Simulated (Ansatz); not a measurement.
CHO2 (SMILES O=C=[OH+]), charge +1, singlet, geometry from GFN2-xTB. Base run: HF/def2-SV(P) run with Ansatz (a first-principles code).

Ansatz was given this input:
Ansatz 0.2 input:
```yaml
crystal:
  periodic: [false, false, false]
  atoms:
    - {symbol: O, position_ang: [1.21306943, -0.14410509, -0.06170642]}
    - {symbol: C, position_ang: [0.10887143, -0.00061822, -0.02177577]}
    - {symbol: O, position_ang: [-1.06740096, 0.07785148, 0.11883730]}
    - {symbol: H, position_ang: [-1.81857638, 0.53373819, -0.32639241]}
basis:
  gaussian:
    orbitals: def2-SV_P_.json
hamiltonian:
  xc: hf
total_charge: 1
```
The basis file holds def2-SV(P) in the JSON format of the Basis Set Exchange.

Each row names what was changed in the base input (with any setting that the change needs).

```json
[
 {"change": "base", "ΔE vs base (eV)": "0.00"},
 {"change": "occupation = up:A':9 A'':2 down:A':9 A'':2", "ΔE vs base (eV)": "0.00"},
 {"change": "occupation = up:A':8 A'':3 down:A':8 A'':3", "ΔE vs base (eV)": "23.54"},
 {"change": "occupation = up:A':10 A'':1 down:A':10 A'':1", "ΔE vs base (eV)": "21.35"},
 {"change": "symmetry_tolerance_ang = 0.01", "ΔE vs base (eV)": "0.00"}
]
```
